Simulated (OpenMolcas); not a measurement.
**5d4 along the 72-electron sequence**

| Quantity | Value |
| --- | --- |
| Program | OpenMolcas |
| Method | CASSCF |
| Basis | ANO-R2 |
| Scalar Hamiltonian | X2C, finite nucleus |
| Spin-orbit coupling | RASSI with atomic mean-field integrals over the reference wave functions, term energies averaged over their components |

Active space for each ion: 4 electrons in 5 orbitals (5d).

Computed levels in cm-1 above 5D0:

```
                               Level    W2+   Re3+   Os4+   Ir5+   Pt6+   Au7+
                                 5D1   1657   2502   3622   4976   6685   8647
                                 5D2   3629   5219   7214   9533  12350  15495
                                 5D3   5563   7723  10311  13223  16638  20355
                                 5D4   7362   9902  12774  15846  19217  22695
                                 3H4  16320  19251  22274  25624  29457  33841
                                 3H5  19278  23255  27394  31837  36713  42009
                                 3G3  19656  23279  26934  30821  35034  39629
                              3P1(1)  19798  23889  28159  32761  37827  43338
                              3F2(1)  20526  24372  28195  32198  36449  41019
weight of 5D in the lowest level (%)     84     79     73     68     63     58
```

Mixed levels, with the weight of the term that names them: W2+ 3H4 (66 %), W2+ 3G3 (58 %), Re3+ 3H4 (63 %), Re3+ 3G3 (61 %), Os4+ 5D0 (73 %), Os4+ 3H4 (61 %), Os4+ 3G3 (62 %), Ir5+ 5D0 (68 %), Ir5+ 5D4 (72 %), Ir5+ 3H4 (59 %), Ir5+ 3G3 (63 %), Ir5+ 3F2(1) (71 %), Pt6+ 5D0 (63 %), Pt6+ 5D4 (63 %), Pt6+ 3H4 (56 %), Pt6+ 3G3 (63 %), Pt6+ 3P1(1) (75 %), Pt6+ 3F2(1) (66 %), Au7+ 5D0 (58 %), Au7+ 5D4 (54 %), Au7+ 3H4 (53 %), Au7+ 3G3 (63 %), Au7+ 3P1(1) (72 %), Au7+ 3F2(1) (61 %).

Measured, with the error of the calculation in %. Measured levels: W2+ from NIST levels as listed in McCann et al., Mon. Not. R. Astron. Soc. 538, 537 (2025); Re3+ from the list in Brasseur, Gamrath and Quinet, At. Data Nucl. Data Tables 157, 101636 (2024); Os4+ from the list in Palmeri et al., Atoms 14, 22 (2026).

```csv
Level,W2+,Re3+,Os4+
5D1,2256 (-26.6),3084 (-18.9),4311 (-16.0)
5D2,4461 (-18.7),5979 (-12.7),8083 (-10.7)
5D3,6278 (-11.4),8350 (-7.5),11018 (-6.4)
5D4,7687 (-4.2),10121 (-2.2),12966 (-1.5)
3H4,13701 (+19.1),16946 (+13.6),20374 (+9.3)
3H5,,20930 (+11.1),25344 (+8.1)
3G3,,19817 (+17.5),23942 (+12.5)
3P1(1),12881 (+53.7),19340 (+23.5),24680 (+14.1)
3F2(1),,19851 (+22.8),
```

The fine-structure level 5D4 changes by a factor of 3.08 from W2+ to Au7+. Its fourth root runs 9.26, 9.98, 10.63, 11.22, 11.77, 12.27, with steps per unit of Z of 0.71, 0.66, 0.59, 0.55, 0.50; equal steps would mean a (Z - σ)^4 law with constant σ.

3H4 changes by a factor of 2.07 over the same range, with steps per unit of Z of +2930, +3020, +3350, +3830, +4380 cm-1.

Without dynamic correlation excited terms often stand tens of per cent too high (terms of higher spin than the ground term too low), and those without a measured partner can miss by more than the paired ones. Configurations with an s electron lie low in 5d ions of this charge, fall among these levels and mix in, so low-spin terms can stand far too high, up to twice their true height, and weights are not those of the real levels (holds for W2+). Some levels mix across a computed gap that differs much from the measured one, so their mixing is not that of the real levels (holds for W2+; Re3+). Computed and measured levels are paired by configuration, term and J; levels that our copy of the source lacks, or whose pairing is in doubt (as where it misses far off the trend of its configuration), stay unpaired and out of the deviations. Levels of configurations outside the active space are missing.

A number in round brackets counts repeated terms of one configuration in the order of the reference energies.
